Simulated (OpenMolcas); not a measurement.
**Te³⁺: CASPT2 settings compared**

```
Program             : OpenMolcas
Basis               : ANO-R1 [6s5p3d1f]
Scalar Hamiltonian  : X2C, finite nucleus
Active space        : 3 electrons in 8 orbitals (5s 5p 6s 6p)
State averaging     : 2S+1 = 2 odd, 3 roots; 2S+1 = 2 even, 9 roots; 2S+1 = 4 even, 3 roots kept (CI in the orbitals of an earlier block)
Spin-orbit coupling : RASSI with atomic mean-field integrals over the reference wave functions, term energies averaged over their components
```

Methods on the same reference wave functions:
A. CASSCF
B. SS-CASPT2, IPEA 0.35 Eh, sigma2 regulariser 0.3 Eh (closed shells correlated: 4s 4p 4d)
C. SS-CASPT2, IPEA 0.2 Eh, sigma1 regulariser 0.1 Eh (closed shells correlated: 4d)
D. SS-CASPT2, IPEA 0.4 Eh, sigma2 regulariser 0.5 Eh (closed shells correlated: 4s 4p 4d)

Energies in cm-1 above 5s2 5p 2P* 1/2, the measured ground level; measured values from Moore, Atomic Energy Levels, vol. III, NSRDS-NBS 35 (1971 reprint of NBS Circular 467, 1958).

```json
{"Level": "5s2 5p 2P* 1/2", "A": "0.0", "B": "0.0", "C": "0.0", "D": "0.0", "Measured": "0.0"}
{"Level": "5s2 5p 2P* 3/2", "A": "8658", "B": "8660", "C": "8660", "D": "8660", "Measured": "9223"}
{"Level": "5s 5p2 4P 1/2", "A": "60533", "B": "66390", "C": "66030", "D": "66380", "Measured": ""}
{"Level": "5s 5p2 4P 3/2", "A": "64349", "B": "70290", "C": "69930", "D": "70290", "Measured": ""}
{"Level": "5s 5p2 4P 5/2", "A": "69040", "B": "74710", "C": "74330", "D": "74740", "Measured": ""}
{"Level": "5s 5p2 2D 3/2", "A": "97789", "B": "92770", "C": "92040", "D": "93500", "Measured": ""}
{"Level": "5s 5p2 2D 5/2", "A": "99271", "B": "94690", "C": "93980", "D": "95400", "Measured": ""}
```

Among B to D the level of the table that moves most is 5s 5p2 2D 3/2, by 1500 cm-1 (lowest in C, highest in D). Moves below CASPT2's spread within the term are not significant.

The lowest spin-free term lies below A's lowest term by 0.398 hartree in B, 0.341 hartree in C, 0.397 hartree in D.

CASPT2 breaks the degeneracy within a term, and the mean is taken; among the terms shown or strongly mixed into the levels shown the widest spread is 32 cm-1 (5s 5p2 2D, B). Over all roots computed the reference weight is 0.90 to 0.95 in C; the roots of lowest weight are the least certain, and an intruder state may touch them. Terms from blocks run as CI alone lack orbitals of their own. Active for correlation alone: 6p 6s; no level in the range computed is led by a configuration that fills them, so any true level of that kind is missing. Terms of s pⁿ other than that of highest spin mix with s² pⁿ⁻² d, which this space lacks; all of them can be thousands of cm-1 off, and some have no real level of that name. The basis is small and was not contracted for so high a charge. Levels of configurations outside the active space are missing. Levels that lie high or do not pair safely by name in every column are left out.

* marks odd parity.
